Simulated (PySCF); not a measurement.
Can point charges reproduce the dipole moment of SiH2Me(pyrrolidide) (`[H][Si]([H])(C)N1CCCC1`)?

Coordinates (PBE0-D3(BJ)/def2-SVP, Å) and charges (e) from the PBE0/pcSseg-1 density (PySCF):

| atom | x | y | z | Mulliken | IAO | Hirshfeld | ESP-fitted |
| --- | --- | --- | --- | --- | --- | --- | --- |
| Si1 | 0.833 | 1.415 | 0.992 | +0.7777 | +0.8855 | +0.3610 | +0.6628 |
| H2 | 0.261 | 1.594 | 2.364 | -0.1232 | -0.1407 | -0.0889 | -0.1589 |
| H3 | 2.328 | 1.315 | 1.151 | -0.1247 | -0.1700 | -0.1028 | -0.1871 |
| C4 | 0.464 | 2.891 | -0.104 | -0.6487 | -0.7214 | -0.2127 | -0.6063 |
| H5 | 0.901 | 2.760 | -1.106 | +0.1410 | +0.1510 | +0.0419 | +0.1365 |
| H6 | 0.890 | 3.809 | 0.329 | +0.1443 | +0.1557 | +0.0444 | +0.1558 |
| H7 | -0.622 | 3.031 | -0.218 | +0.1421 | +0.1530 | +0.0427 | +0.1351 |
| N8 | 0.110 | -0.013 | 0.325 | -0.8468 | -0.5294 | -0.1815 | -0.3177 |
| C9 | -0.282 | -1.175 | 1.105 | +0.0530 | -0.1388 | -0.0256 | -0.1895 |
| C10 | -1.120 | -1.988 | 0.127 | -0.2398 | -0.2548 | -0.0708 | +0.0595 |
| C11 | -0.361 | -1.782 | -1.179 | -0.2833 | -0.2566 | -0.0682 | -0.2619 |
| C12 | 0.079 | -0.315 | -1.103 | +0.0625 | -0.1459 | -0.0237 | +0.1293 |
| H13 | -0.840 | -0.879 | 2.009 | +0.1220 | +0.1342 | +0.0387 | +0.0870 |
| H14 | 0.588 | -1.778 | 1.444 | +0.1037 | +0.1051 | +0.0245 | +0.0823 |
| H15 | -2.131 | -1.555 | 0.055 | +0.1215 | +0.1314 | +0.0372 | +0.0313 |
| H16 | -1.221 | -3.045 | 0.416 | +0.1223 | +0.1357 | +0.0423 | +0.0264 |
| H17 | 0.523 | -2.439 | -1.200 | +0.1241 | +0.1308 | +0.0375 | +0.0952 |
| H18 | -0.956 | -2.000 | -2.078 | +0.1265 | +0.1376 | +0.0423 | +0.0751 |
| H19 | 1.059 | -0.172 | -1.595 | +0.1112 | +0.1184 | +0.0322 | +0.0186 |
| H20 | -0.639 | 0.340 | -1.633 | +0.1147 | +0.1193 | +0.0290 | +0.0266 |

Q: What dipole does each set of charges give (1 e·Å = 4.803 D), and what does the density give?

A: The full density gives (-0.57, -0.60, -0.85) D, 1.18 D in size; dipole vectors point from the negative to the positive end.

```csv
scheme,μx,μy,μz,size (D),share of the full size (%),angle to the full dipole (°)
Mulliken,-0.01,-1.17,-0.20,1.19,101,51
IAO,-0.06,-0.59,0.19,0.63,53,72
Hirshfeld,-0.36,-0.48,-0.37,0.71,60,15
ESP-fitted,-0.55,-0.62,-0.84,1.18,100,1
```

Q: Which set comes closest?

A: Length of the difference vector: ESP-fitted 0.02 D, Hirshfeld 0.53 D, Mulliken 1.03 D, IAO 1.16 D. Closest: ESP-fitted. 

Q: What is left for the Hirshfeld atoms' own dipoles?

A: The shares of the density sum to the whole, so what Σ q r misses lies in dipoles about the nuclei. The atomic dipoles sum to (-0.57, -0.60, -0.85) − (-0.36, -0.48, -0.37) = (-0.21, -0.12, -0.48) D, 0.53 D in size.

Q: With the origin at the mean of the coordinates, (-0.007, 0.001, 0.005) Å, which are the largest single terms, by size, of the Mulliken dipole along the direction of the full one?

A: Si1 -6.83, C4 +5.04, C11 -2.62, H6 -1.80, H18 +1.80 D; all 20 atoms together +0.74 D. The single terms depend on the origin, their sum doesn't.

Q: Give the size of the full dipole in other units.

A: 1.18 D = 0.465 au = 0.246 e·Å = 3.94 × 10⁻³⁰ C·m.

One conformer (not necessarily the lowest) at the PBE0-D3(BJ)/def2-SVP geometry, without solvent, vibrations or thermal averaging.
